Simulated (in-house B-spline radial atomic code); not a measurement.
Values are calculated unless marked as measured or tabulated.
# What the choice of pseudopotential does to G0W0 on PBE0: Tc⁺

All numbers come from an all-electron radial atomic-structure program (B-spline basis), non-relativistic (model numbers for so heavy an element), configuration [Kr] 4d5 5s1, open shells at high spin. Semilocal Troullier-Martins pseudo-atoms, one channel per l, are made with PBE or LDA for several valence sets and radii, with or without a model core, and set against the all-electron atom. One channel fits only the lowest state of its l, so a second state of that l is approximate. All electrons give 5s up: PBE0 -12.323 eV, G0W0 -15.227 eV, 4d up: PBE0 -17.485 eV, G0W0 -21.345 eV. Potentials are made in the ion's own configuration unless the neutral atom is named, and a smooth local potential serves every l without a channel. Potentials that miss their own reference levels by more than 6 millihartree, or need radii over 3.5 bohr, are left out. Columns give pseudo minus all-electron, in eV; a dash marks a level in the core or of low weight.

| valence | made with | radii (bohr) | model core (bohr) | 5s up PBE0 | 5s up G0W0 | 4d up PBE0 | 4d up G0W0 |
| --- | --- | --- | --- | --- | --- | --- | --- |
| 4d 5s | PBE | s 2.15 p 2.66 d 1.00 | none | -0.11 | -0.41 | +0.35 | +1.71 |
| 4d 5s | PBE | s 3.40 p 3.40 d 1.62 | 1.44 | -0.32 | -0.67 | +1.11 | +2.70 |
| 4p 4d 5s | PBE | s 2.42 p 0.93 d 1.12 | none | -0.43 | -1.16 | +0.15 | +0.40 |
| 4p 4d 5s | LDA | s 2.69 p 1.03 d 1.25 | none | -0.42 | -1.14 | +0.05 | +0.31 |
| 4p 4d 5s | PBE | s 2.42 p 0.93 d 1.12 | 0.74 | -0.47 | -1.21 | +0.24 | +0.49 |
| 4p 4d 5s | LDA, neutral atom | s 2.78 p 1.03 d 1.25 | 0.74 | -0.51 | -1.25 | +0.29 | +0.57 |
| 4p 4d 5s | LDA, neutral atom | s 3.20 p 1.19 d 1.44 | 0.74 | -0.54 | -1.35 | +0.30 | +0.63 |
| 4s 4p 4d 5s | PBE, neutral atom | s 0.88 p 0.93 d 1.12 | none | -0.22 | -0.25 | -0.09 | -0.20 |
| 4s 4p 4d 5s | PBE | s 0.98 p 1.03 d 1.25 | none | -0.11 | -0.11 | -0.01 | -0.10 |
| 4s 4p 4d 5s | LDA, neutral atom | s 1.11 p 1.19 d 1.44 | none | -0.11 | -0.10 | -0.11 | -0.20 |
| 4s 4p 4d 5s | PBE, neutral atom | s 1.28 p 1.34 d 1.62 | none | -0.27 | -0.30 | -0.11 | -0.17 |
| 4s 4p 4d 5s | LDA, neutral atom | s 0.87 p 0.93 d 1.12 | 0.71 | -0.13 | -0.14 | -0.21 | -0.32 |
| 4s 4p 4d 5s | PBE, neutral atom | s 0.98 p 1.03 d 1.25 | 0.71 | -0.06 | -0.05 | -0.13 | -0.22 |
| 4s 4p 4d 5s | PBE, neutral atom | s 1.28 p 1.34 d 1.62 | 0.71 | -0.16 | -0.17 | -0.20 | -0.27 |

How does the G0W0 shift of 5s up, which all sets hold, depend on the valence set?

Mean size: 4s 4p 4d 5s: 0.16 eV; 4d 5s: 0.54 eV; 4p 4d 5s: 1.22 eV. A semicore state feels strong exchange with the other subshells of its n, so the gain is largest when that whole shell is in the valence. A larger valence set can do worse when it takes only part of a shell, whose exchange with the frozen rest is then left to the functional. The means mix radii and the functional used in making the potentials.
